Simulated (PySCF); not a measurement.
A structure optimised at B3LYP-D3(BJ)/def2-TZVP, used in a PySCF frequency run:

```
Zr
H 1 1.8422
H 1 1.8422 2 109.59
H 1 1.8422 2 109.59 3 -120.29
I 1 2.7037 2 109.35 3 119.85
```

Q: Write its SMILES, formula and point group.

A: [ZrH3][I], H₃IZr, C3v

Q: What are its rotational constants (standard atomic weights)?

A: 55.318, 1.2425, 1.2425 GHz
